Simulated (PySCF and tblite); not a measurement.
C9H12O, numbered as in [CH3:1][CH:2]([CH3:3])[O:4][c:5]1[cH:6][cH:7][cH:8][cH:9][cH:10]1.

Geometries PBE0-D3(BJ)/def2-SVP; weights from CAM-B3LYP-D3(BJ)/def2-SVPD (IEF-PCM, chloroform) energies and GFN2-xTB thermal corrections, with symmetry numbers and mirror pairs. Conformers within 3 kcal/mol (GFN2-xTB free energy) were kept, 6 at most. GIAO shieldings: PBE0/pcSseg-1 (IEF-PCM, chloroform). Shifts are against TMS (¹H), TMS (¹³C) at the same level. Programs: PySCF with density fitting and tblite.

Torsions listed: C1–C2–O4–C5, C2–O4–C5–C6. Of a mirror pair one member is shown.

| conformer | shape | weight % | dipole D |
| --- | --- | --- | --- |
| 1 | -160°, 5° | 99.9 | 1.89 |
| 2 | 66°, 180° | 0.1 | 2.07 |

Q: How do the computed shifts compare with measured ones?

A: 
```csv
nucleus,signal,leading conformer,average,measured,medium
¹H,H1/H3,1.32,1.32,1.31,not stated per compound (mostly CDCl3 or CCl4)
¹H,H2,4.34,4.34,4.51,not stated per compound (mostly CDCl3 or CCl4)
```

Measured values: Pretsch, Buehlmann, Badertscher, Structure Determination of Organic Compounds, 4th ed. (2009). Mean difference for ¹H: -0.08 ppm, scatter 0.09 ppm. The computed shifts are unscaled and lack vibrational corrections.
